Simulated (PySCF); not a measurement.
C$_{3}$H$_{12}$ClGeNSi (SMILES [CH3][Ge]([CH3])([CH3])[NH][SiH2]Cl), singlet, at a GFN2-xTB geometry; CASSCF(4,3)/STO-3G run with PySCF.

The PySCF input:
```python
from pyscf import gto, scf, mcscf
import numpy

mol = gto.Mole()
mol.atom = '''
    Si    1.812996    0.472317   -0.451396
    Cl    3.449873    0.159493    0.687005
    N     0.470912   -0.006769    0.495482
    Ge   -1.290696   -0.156069   -0.049326
    C    -2.378150   -0.115043    1.611406
    C    -1.626544    1.391489   -1.237383
    C    -1.492311   -1.874253   -1.030077
    H     1.968092   -0.321657   -1.673575
    H     1.744935    1.900199   -0.765184
    H     0.677547   -0.415012    1.393159
    H    -2.129726   -0.950776    2.260006
    H    -2.203076    0.806603    2.158757
    H    -3.436153   -0.174622    1.374072
    H    -2.658918    1.400152   -1.575035
    H    -0.981824    1.347000   -2.110099
    H    -1.430211    2.323081   -0.715726
    H    -1.261945   -2.717226   -0.385145
    H    -0.820718   -1.904002   -1.882923
    H    -2.509874   -1.989113   -1.391457
'''
mol.basis = 'sto-3g'
mol.charge = 0
mol.spin = 0
mol.verbose = 4
mol.build()

mf = scf.RHF(mol)
mf.kernel()
mc = mcscf.CASSCF(mf, 3, 4)
mc.fix_spin_(ss=0.0)
mc.kernel()
occ = numpy.linalg.eigvalsh(mc.fcisolver.make_rdm1(mc.ci, mc.ncas, mc.nelecas))[::-1]
ss = mc.fcisolver.spin_square(mc.ci, mc.ncas, mc.nelecas)[0]
print('natural occupations', occ.round(4), ' <S^2>', round(ss, 4))
```

Question: Predict the main parts of the log of this PySCF run.

Answer: 
```
PySCF version 2.14.0

[INPUT] verbose = 4
[INPUT] num. atoms = 19
[INPUT] num. electrons = 100
[INPUT] charge = 0
[INPUT] spin (= nelec alpha-beta = 2S) = 0
[INPUT] symmetry False subgroup None
[INPUT] Mole.unit = angstrom
[INPUT] Symbol           X                Y                Z      unit          X                Y                Z       unit  Magmom
[...]
nuclear repulsion = 767.235786096024
number of shells = 42
number of NR pGTOs = 204
number of NR cGTOs = 68
basis = sto-3g
ecp = {}

******** <class 'pyscf.scf.hf.RHF'> ********
method = RHF
initial guess = minao
damping factor = 0
level_shift factor = 0
DIIS = <class 'pyscf.scf.diis.CDIIS'>
diis_start_cycle = 1
diis_space = 8
diis_damp = 0
SCF conv_tol = 1e-09
SCF conv_tol_grad = None
SCF max_cycles = 50
direct_scf = True
direct_scf_tol = 1e-13
Set gradient conv threshold to 3.16228e-05
Initial guess from minao.
init E= -2962.39722080116
[...]
cycle= 1 E= -2964.89198925091  delta_E= -2.49  |g|= 0.625  |ddm|= 4.93
[...]
cycle= 2 E= -2965.03967864828  delta_E= -0.148  |g|= 0.157  |ddm|= 1.22
[...]
cycle= 3 E= -2965.04803956051  delta_E= -0.00836  |g|= 0.0392  |ddm|= 0.283
[...]
cycle= 4 E= -2965.04868542047  delta_E= -0.000646  |g|= 0.00688  |ddm|= 0.0719
[...]
cycle= 5 E= -2965.04871662113  delta_E= -3.12e-05  |g|= 0.00094  |ddm|= 0.0204
[...]
cycle= 6 E= -2965.04871724894  delta_E= -6.28e-07  |g|= 0.000258  |ddm|= 0.00261
[...]
cycle= 7 E= -2965.04871729811  delta_E= -4.92e-08  |g|= 5.02e-05  |ddm|= 0.000814
[...]
cycle= 8 E= -2965.04871730008  delta_E= -1.97e-09  |g|= 1.2e-05  |ddm|= 0.000161
[...]
cycle= 9 E= -2965.04871730018  delta_E= -1.01e-10  |g|= 2.94e-06  |ddm|= 4.44e-05
[...]
Extra cycle  E= -2965.04871730021  delta_E= -2.86e-11  |g|= 1.21e-06  |ddm|= 7.25e-06
converged SCF energy = -2965.04871730021

******** <class 'pyscf.mcscf.mc1step.CASSCF'> ********
CAS (2e+2e, 3o), ncore = 48, nvir = 17
max_cycle_macro = 50
max_cycle_micro = 4
conv_tol = 1e-07
conv_tol_grad = None
orbital rotation max_stepsize = 0.02
orbital rotation threshold for CI restart = 0.01
augmented hessian ah_max_cycle = 30
augmented hessian ah_conv_tol = 1e-12
augmented hessian ah_linear dependence = 1e-14
augmented hessian ah_level shift = 1e-08
augmented hessian ah_start_tol = 2.5
augmented hessian ah_start_cycle = 3
augmented hessian ah_grad_trust_region = 3
kf_trust_region = 3
kf_interval = 4
ci_response_space = 4
ci_grad_trust_region = 3
with_dep4 0
natorb = False
canonicalization = True
sorting_mo_energy = False
ao2mo_level = 2
internal_rotation = False
******** <class 'pyscf.fci.addons.SpinPenaltyFCISolver'> ********
max. cycles = 50
conv_tol = 1e-08
davidson only = True
linear dependence = 1e-12
level shift = 0.001
max iter space = 12
nroots = 1
pspace_size = 400
spin = None
CASCI E = -2965.04886627280  S^2 = 0.0000000
Set conv_tol_grad to 0.000316228
macro iter   1 ( 17 JK    4 micro), CASSCF E = -2965.04895144269  dE = -8.51698937e-05  S^2 = 0.0000000
               |grad[o]|=0.000704  |grad[c]|=0.00766  |ddm|=0.000364  |maxRot[o]|=0.0765
macro iter   2 (  7 JK    2 micro), CASSCF E = -2965.04907874556  dE = -1.27302870e-04  S^2 = 0.0000000
               |grad[o]|=0.000918  |grad[c]|=0.00474  |ddm|=0.00116  |maxRot[o]|=0.0699
macro iter   3 (  7 JK    2 micro), CASSCF E = -2965.04930311360  dE = -2.24368035e-04  S^2 = 0.0000000
               |grad[o]|=0.00131  |grad[c]|=0.00468  |ddm|=0.00131  |maxRot[o]|=0.0699
macro iter   4 ( 21 JK    4 micro), CASSCF E = -2965.05185722243  dE = -2.55410883e-03  S^2 = 0.0000000
               |grad[o]|=0.00193  |grad[c]|=0.0471  |ddm|=0.0056  |maxRot[o]|=0.297
macro iter   5 ( 21 JK    4 micro), CASSCF E = -2965.05429772736  dE = -2.44050493e-03  S^2 = 0.0000000
               |grad[o]|=0.00584  |grad[c]|=0.0771  |ddm|=0.0201  |maxRot[o]|=0.192
macro iter   6 ( 21 JK    4 micro), CASSCF E = -2965.05561747702  dE = -1.31974965e-03  S^2 = 0.0000000
               |grad[o]|=0.00627  |grad[c]|=0.0234  |ddm|=0.0035  |maxRot[o]|= 0.23
[...]
macro iter  32 ( 21 JK    4 micro), CASSCF E = -2965.05613718595  dE = -3.10786800e-06  S^2 = 0.0000000
               |grad[o]|=0.000726  |grad[c]|=0.00212  |ddm|=8.41e-05  |maxRot[o]|=0.0189
macro iter  33 (  7 JK    2 micro), CASSCF E = -2965.05614941100  dE = -1.22250581e-05  S^2 = 0.0000000
               |grad[o]|=0.000669  |grad[c]|=0.00217  |ddm|=0.000131  |maxRot[o]|=0.0257
macro iter  34 ( 17 JK    4 micro), CASSCF E = -2965.05612511247  dE =  2.42985384e-05  S^2 = 0.0000000
               |grad[o]|=0.000631  |grad[c]|=0.0112  |ddm|=0.00113  |maxRot[o]|=0.0753
macro iter  35 ( 21 JK    4 micro), CASSCF E = -2965.05612819934  dE = -3.08687004e-06  S^2 = 0.0000000
               |grad[o]|=0.000582  |grad[c]|=0.00231  |ddm|=8.75e-05  |maxRot[o]|=0.0173
macro iter  36 (  7 JK    2 micro), CASSCF E = -2965.05614038561  dE = -1.21862745e-05  S^2 = 0.0000000
               |grad[o]|=0.000532  |grad[c]|=0.00306  |ddm|=0.000158  |maxRot[o]|=0.0288
macro iter  37 (  7 JK    2 micro), CASSCF E = -2965.05614748487  dE = -7.09926326e-06  S^2 = 0.0000000
               |grad[o]|=0.000501  |grad[c]|=0.00305  |ddm|=5.66e-05  |maxRot[o]|=0.0469
macro iter  38 (  7 JK    2 micro), CASSCF E = -2965.05615598147  dE = -8.49659773e-06  S^2 = 0.0000000
               |grad[o]|=0.000485  |grad[c]|=0.00418  |ddm|=0.000166  |maxRot[o]|=0.0573
macro iter  39 (  7 JK    2 micro), CASSCF E = -2965.05616722429  dE = -1.12428211e-05  S^2 = 0.0000000
               |grad[o]|=0.000471  |grad[c]|=0.00387  |ddm|=0.000367  |maxRot[o]|=0.0633
macro iter  40 (  7 JK    2 micro), CASSCF E = -2965.05618168409  dE = -1.44597952e-05  S^2 = 0.0000000
               |grad[o]|=0.000459  |grad[c]|=0.00254  |ddm|=0.000647  |maxRot[o]|=0.0665
macro iter  41 (  7 JK    2 micro), CASSCF E = -2965.05619998186  dE = -1.82977683e-05  S^2 = 0.0000000
               |grad[o]|=0.000451  |grad[c]|=0.00106  |ddm|=0.00101  |maxRot[o]|=0.0682
macro iter  42 (  7 JK    2 micro), CASSCF E = -2965.05622325012  dE = -2.32682683e-05  S^2 = 0.0000000
               |grad[o]|=0.000451  |grad[c]|=0.00161  |ddm|=0.00144  |maxRot[o]|=0.069
macro iter  43 (  7 JK    2 micro), CASSCF E = -2965.05625295352  dE = -2.97033962e-05  S^2 = 0.0000000
               |grad[o]|=0.000466  |grad[c]|=0.00271  |ddm|=0.00195  |maxRot[o]|=0.0694
macro iter  44 (  7 JK    2 micro), CASSCF E = -2965.05629103888  dE = -3.80853553e-05  S^2 = 0.0000000
               |grad[o]|=0.000499  |grad[c]|=0.00312  |ddm|=0.00255  |maxRot[o]|=0.0697
macro iter  45 (  7 JK    2 micro), CASSCF E = -2965.05634000309  dE = -4.89642161e-05  S^2 = 0.0000000
               |grad[o]|=0.000559  |grad[c]|=0.00269  |ddm|=0.00325  |maxRot[o]|=0.0698
macro iter  46 (  7 JK    2 micro), CASSCF E = -2965.05640255705  dE = -6.25539597e-05  S^2 = 0.0000000
               |grad[o]|=0.000666  |grad[c]|=0.00171  |ddm|=0.00404  |maxRot[o]|=0.0698
macro iter  47 (  7 JK    2 micro), CASSCF E = -2965.05648011713  dE = -7.75600752e-05  S^2 = 0.0000000
               |grad[o]|=0.000832  |grad[c]|=0.00204  |ddm|=0.00483  |maxRot[o]|=0.0698
macro iter  48 (  7 JK    2 micro), CASSCF E = -2965.05656851417  dE = -8.83970438e-05  S^2 = 0.0000000
               |grad[o]|=0.00105  |grad[c]|=0.00425  |ddm|=0.00543  |maxRot[o]|=0.0698
macro iter  49 (  7 JK    2 micro), CASSCF E = -2965.05665108928  dE = -8.25751072e-05  S^2 = 0.0000000
               |grad[o]|=0.0012  |grad[c]|=0.00668  |ddm|=0.00537  |maxRot[o]|=0.0699
macro iter  50 (  6 JK    2 micro), CASSCF E = -2965.05668932342  dE = -3.82341468e-05  S^2 = 0.0000000
               |grad[o]|=0.00101  |grad[c]|=0.00444  |ddm|=0.0023  |maxRot[o]|=0.0499
1-step CASSCF not converged,  50 macro (673 JK 152 micro) steps
CASSCF canonicalization
Density matrix diagonal elements [1.98792073 1.99922981 0.01284945]
CASSCF energy = -2965.05668932342
CASCI E = -2965.05668932342  E(CI) = -4.39881928624163  S^2 = 0.0000000
natural occupations [1.9992 1.9881 0.0127]  <S^2> 0.0
```

The run did not converge; its last values are not results.
